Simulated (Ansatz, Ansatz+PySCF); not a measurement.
```xyz
9

S     0.0000    0.0000    1.0941
C     0.0000    1.1362   -0.0028
C     0.0000   -1.1362   -0.0028
C     0.0000    0.6551   -1.1680
C     0.0000   -0.6551   -1.1680
H     0.0000    2.1007    0.2697
H     0.0000   -2.1007    0.2697
H     0.0000    1.2195   -1.9980
H     0.0000   -1.2195   -1.9980
```

Basis set: def2-SVP (spherical functions). Left uncorrelated: 9 orbitals. Charge 0, multiplicity 1.

Computed with Ansatz (development build ahead of 0.2.0); each method stands on the lowest determinant of its kind that the runs found. Restricted open shells among the atoms or ions are ROHF, correlated in semicanonical orbitals with singles.

Question: Give the atomization energy at this shape (free ground-state atoms in the same class of orbitals less the molecule, no zero-point energy) of singlet C₄H₄S by RHF-MP2, RHF, UHF.

Answer:

```tsv
method	atomization energy
RHF-MP2	3669.5 kJ/mol
RHF	2768.3 kJ/mol
UHF	2715.6 kJ/mol
```

Caution: the shape is not the minimum.
